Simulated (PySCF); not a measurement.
Ionisation energy of Sr⁺ by level of theory

Sr⁺ [Kr] 5s1 (2S) → Sr²⁺ [Kr] (1S), as a difference of total energies. Calculation: PySCF 2.14, in x2c-SVPall; scalar relativity by spin-free X2C-1e. The calculations carry no spin-orbit coupling.

```csv
method,ionisation energy (eV),error (eV)
UHF,10.436,-0.594
MN15,10.836,-0.194
B3LYP,11.233,+0.203
```

Reference: 11.030 eV (measured; NIST Atomic Spectra Database, ionization energies).
